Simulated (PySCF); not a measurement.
## UHF on Mn²⁺ (manganese, charge +2)

Configuration: [Ar] 3d5, high-spin 6S determinant. All numbers are calculated (PySCF 2.14, the non-relativistic Hamiltonian (point nucleus), in def2-SVP (5s3p2d1f, 31 functions)).

- Total energy: -1148.942238 hartree
- One-electron energy: -1569.1943 hartree
- Hartree (Coulomb) energy: 470.9700 hartree
- Exchange energy: -50.7179 hartree
- Kinetic energy: 1148.75187 hartree
- ⟨S²⟩: 8.7502
- ⟨L²⟩: 0.000
- Sum of ⟨r⟩: 14.88 bohr
- Sum of ⟨r²⟩: 15.91 bohr²
- Density at the nucleus (Gaussians lack the cusp): 9920 bohr⁻³
- Spin density at the nucleus: 0.0433 bohr⁻³
- Langevin diamagnetic susceptibility: -12.6 ×10⁻⁶ cm³/mol
- Time after the integrals: 0.11 s of wall time on 1 thread of Neoverse-N1 (shared host)

| shell | electrons | mean orbital energy (eV) | rms radius, mean of both spins (bohr) |
| --- | --- | --- | --- |
| 1s α | 1 | -6562.6 | 0.0713 |
| 1s β | 1 | -6562.5 | 0.0713 |
| 2s α | 1 | -811.23 | 0.305 |
| 2s β | 1 | -807.52 | 0.305 |
| 2p α | 3 | -694.59 | 0.274 |
| 2p β | 3 | -690.92 | 0.274 |
| 3s α | 1 | -126.83 | 0.925 |
| 3s β | 1 | -115.66 | 0.925 |
| 3p α | 3 | -91.877 | 0.991 |
| 3p β | 3 | -78.286 | 0.991 |
| 3d α | 5 | -35.065 | 1.24 |
